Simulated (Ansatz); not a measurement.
Steps of a relaxation of CH₄O₂Si (`C1O[SiH2]O1`) with RKS PBE-D4/def2-SVP.

```sh
$ ansatz run in.yaml --threads 2 --pin off --events-out ev --progress --plain --max-ram 4352MiB
```

```yaml
crystal:
  periodic: [false, false, false]
  atoms:
    - {symbol: C, position_ang: [-0.132100, 0.984700, -0.315400]}
    - {symbol: O, position_ang: [-0.866200, 0.188100, 0.643300]}
    - {symbol: Si, position_ang: [0.120000, -1.055000, 0.297700]}
    - {symbol: O, position_ang: [0.622500, -0.057800, -0.942900]}
    - {symbol: H, position_ang: [-0.873100, 1.504300, -1.042700]}
    - {symbol: H, position_ang: [0.475000, 1.796500, 0.132600]}
    - {symbol: H, position_ang: [1.272700, -1.162200, 1.307200]}
    - {symbol: H, position_ang: [-0.526600, -2.255700, -0.135500]}
basis:
  gaussian: {orbitals: def2-SVP}
hamiltonian: {xc: pbe, dispersion: d4}
relax: {f_tol: 0.03, max_steps: 200}
```

Positions (Å) and forces (eV/Å) along the path, 6 of 6 steps:

```xyz
8
step=1 energy=-13057.8812 eV
C    -0.132    0.985   -0.315   -1.594    0.098   -1.301
O    -0.866    0.188    0.643   -1.520    2.328    1.042
Si    0.120   -1.055    0.298    2.192   -1.000    0.735
O     0.623   -0.058   -0.943    0.770    1.110   -1.082
H    -0.873    1.504   -1.043    0.750   -0.663    0.610
H     0.475    1.796    0.133    0.356   -0.102    0.363
H     1.273   -1.162    1.307   -0.486   -0.462   -0.206
H    -0.527   -2.256   -0.136   -0.468   -1.310   -0.160
8
step=2 energy=-13058.1517 eV
C    -0.159    1.008   -0.339   -0.522    0.300   -0.276
O    -0.840    0.243    0.686   -0.733    1.234    0.251
Si    0.147   -1.027    0.291    1.129   -1.154    0.484
O     0.657    0.000   -0.948    0.203    0.421   -0.443
H    -0.894    1.471   -1.063    0.268   -0.322    0.240
H     0.454    1.823    0.111    0.068   -0.005    0.054
H     1.238   -1.289    1.318   -0.219   -0.098   -0.181
H    -0.511   -2.286   -0.112   -0.194   -0.376   -0.129
8
step=3 energy=-13058.2273 eV
C    -0.171    1.042   -0.343    0.083   -0.558    0.185
O    -0.789    0.306    0.733   -0.014    0.027    0.071
Si    0.186   -1.040    0.318   -0.091    0.399   -0.170
O     0.706    0.045   -0.903    0.072   -0.009   -0.011
H    -0.929    1.374   -1.087   -0.035    0.063   -0.045
H     0.407    1.910    0.049   -0.018    0.055   -0.029
H     1.227   -1.428    1.331   -0.004   -0.003   -0.003
H    -0.544   -2.266   -0.154    0.007    0.025    0.003
8
step=4 energy=-13058.2312 eV
C    -0.169    1.025   -0.336   -0.004    0.037   -0.015
O    -0.776    0.311    0.753    0.046   -0.050   -0.026
Si    0.189   -1.033    0.319   -0.010    0.070   -0.027
O     0.728    0.048   -0.892   -0.032   -0.039    0.061
H    -0.924    1.356   -1.080   -0.173   -0.083   -0.144
H     0.378    1.925    0.019    0.172    0.072    0.147
H     1.221   -1.447    1.329    0.007   -0.003    0.007
H    -0.556   -2.242   -0.169   -0.007   -0.006   -0.005
8
step=5 energy=-13058.2349 eV
C    -0.169    1.029   -0.337   -0.011    0.078   -0.018
O    -0.772    0.313    0.754   -0.023   -0.002    0.021
Si    0.189   -1.029    0.318    0.009   -0.028    0.018
O     0.729    0.050   -0.888    0.021   -0.010   -0.026
H    -0.936    1.338   -1.088    0.036   -0.001    0.032
H     0.389    1.925    0.030   -0.032   -0.032   -0.025
H     1.221   -1.446    1.328   -0.003   -0.005   -0.003
H    -0.559   -2.236   -0.172    0.003    0.000    0.001
8
step=6 energy=-13058.2351 eV
C    -0.169    1.030   -0.337    0.000    0.003    0.000
O    -0.772    0.313    0.754   -0.002   -0.001    0.002
Si    0.190   -1.030    0.319   -0.001    0.001    0.001
O     0.730    0.050   -0.889    0.002   -0.002   -0.002
H    -0.935    1.340   -1.087    0.000   -0.001    0.000
H     0.387    1.925    0.028    0.000   -0.001    0.000
H     1.220   -1.448    1.328    0.000    0.000    0.000
H    -0.558   -2.237   -0.172    0.000    0.000   -0.001
```

Run time 6.5 s (2 threads of an Arm Neoverse V2 on a shared host); peak host memory 0.14 GiB.
